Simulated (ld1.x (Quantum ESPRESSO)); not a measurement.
Logarithmic derivatives: tungsten (W), TM

W, norm-conserving Troullier–Martins (Kleinman–Bylander form), made with ld1.x (Quantum ESPRESSO) 7.5 (PBE, scalar-relativistic). Core [Kr] 4d10 4f14, reference 5s2 5p6 5d4 6s2 6p0. Waves: 5s (bound): rc 1.80 bohr; 5d (bound): rc 2.50 bohr; 5p (bound): rc 1.85 bohr. Local part: the p channel. Core correction: none.

Occupied shells without a wave of their own: 6s. They enter only through the test configuration that unscreens the potential.

The phase is arctan(r·u′/u) with u = r·R(r), unwrapped; energies in Ry, scanned from -8 to 5 Ry. A pole is an energy at which the radial function vanishes at the test radius. The pseudo phase is shifted by a multiple of π to meet the all-electron one at the reference energy, and phase errors are pseudo minus all-electron; the curves can meet again beyond the range given. Levels narrower than the energy grid can be missing from the lists of poles.

Task: For each channel, where are the poles, and over which energies does the pseudopotential scatter like the atom?

Result:

| channel | radius (bohr) | reference energy (Ry) | poles, all-electron | poles, pseudo | unbroken range about the reference energy with phases within 0.05 rad | phase error 1 Ry above the reference energy (rad) |
| --- | --- | --- | --- | --- | --- | --- |
| s | 2.69 | -5.81 | -5.79, 1.99 | -5.79, 1.91 | below 4.5 | -0.000 |
| p | 2.69 | -3.18 | -3.10, 3.62 | -3.10, 3.12 | below -0.1 | -0.002 |
| d | 2.69 | -0.33 | 0.24 | 0.24 | the whole range | +0.001 |

Phases in the d channel:

```csv
E (Ry),all-electron,pseudo
-8.00,1.438,1.438
-7.76,1.436,1.436
-7.52,1.434,1.434
-7.28,1.431,1.431
-7.04,1.429,1.429
-6.80,1.426,1.426
-6.56,1.424,1.424
-6.32,1.421,1.421
-6.08,1.418,1.418
-5.84,1.415,1.415
-5.60,1.411,1.411
-5.36,1.407,1.407
-5.12,1.403,1.403
-4.88,1.399,1.399
-4.64,1.394,1.394
-4.40,1.389,1.389
-4.16,1.383,1.383
-3.92,1.377,1.377
-3.68,1.370,1.370
-3.44,1.363,1.363
-3.20,1.354,1.354
-2.96,1.344,1.344
-2.72,1.332,1.332
-2.48,1.318,1.318
-2.24,1.301,1.301
-2.00,1.279,1.280
-1.76,1.251,1.252
-1.52,1.212,1.213
-1.28,1.154,1.154
-1.04,1.052,1.052
-0.80,0.830,0.830
-0.56,0.149,0.149
-0.32,-0.964,-0.964
-0.08,-1.378,-1.378
0.16,-1.538,-1.538
0.40,-1.626,-1.626
0.64,-1.688,-1.687
0.88,-1.739,-1.738
1.12,-1.787,-1.786
1.36,-1.839,-1.837
1.60,-1.900,-1.898
1.84,-1.979,-1.975
2.08,-2.089,-2.083
2.32,-2.261,-2.251
2.56,-2.553,-2.535
2.80,-3.032,-3.004
3.04,-3.586,-3.561
3.28,-3.978,-3.963
3.52,-4.205,-4.196
3.76,-4.341,-4.336
4.00,-4.430,-4.427
4.24,-4.493,-4.490
4.48,-4.539,-4.538
4.72,-4.575,-4.574
4.96,-4.604,-4.604
```
